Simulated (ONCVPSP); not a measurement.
**An all-electron radial function and its pseudo partner (magnesium)**

Columns: radius, all-electron u(r) and pseudo u(r) of the 2s shell (level -88.92 eV) of magnesium in the configuration [He] 2s2 2p6 3s1; PBE, scalar-relativistic, ONCV scheme, ONCVPSP 4.0.1.

```tsv
r (bohr)	all-electron	pseudo
0.057	-0.5508	0.1983
0.115	-0.4128	0.3934
0.172	-0.0505	0.5723
0.230	0.3417	0.7358
0.288	0.6753	0.8758
0.345	0.9225	0.9876
0.402	1.0902	1.0719
0.460	1.1905	1.1294
0.518	1.2337	1.1591
0.575	1.2343	1.1636
0.632	1.2048	1.1464
0.690	1.1534	1.1104
0.747	1.0894	1.0605
0.805	1.0162	0.9989
0.862	0.9406	0.9313
0.920	0.8629	0.8587
0.977	0.7879	0.7865
1.035	0.7147	0.7143
1.092	0.6465	0.6464
1.150	0.5817	0.5816
1.208	0.5216	0.5216
1.265	0.4674	0.4674
1.322	0.4178	0.4178
1.380	0.3720	0.3719
1.438	0.3306	0.3305
1.495	0.2938	0.2938
```

Task: How many radial nodes do the two functions have?

Result: The all-electron 2s function has n − l − 1 = 1; the pseudo-wave has 0, since the states of the same l below it are removed with the core.

Task: At about which radius was the pseudo-wave matched?

Result: 1.15 bohr. The columns agree to 0.0005 from 1.03 bohr on; several derivatives are matched, so the curves merge somewhat inside the radius.

Task: Is the pseudo-wave norm-conserving?

Result: Yes: the ONCV scheme keeps the norm inside the radius equal to the all-electron one, which fixes the energy derivative of the logarithmic derivative at the level.
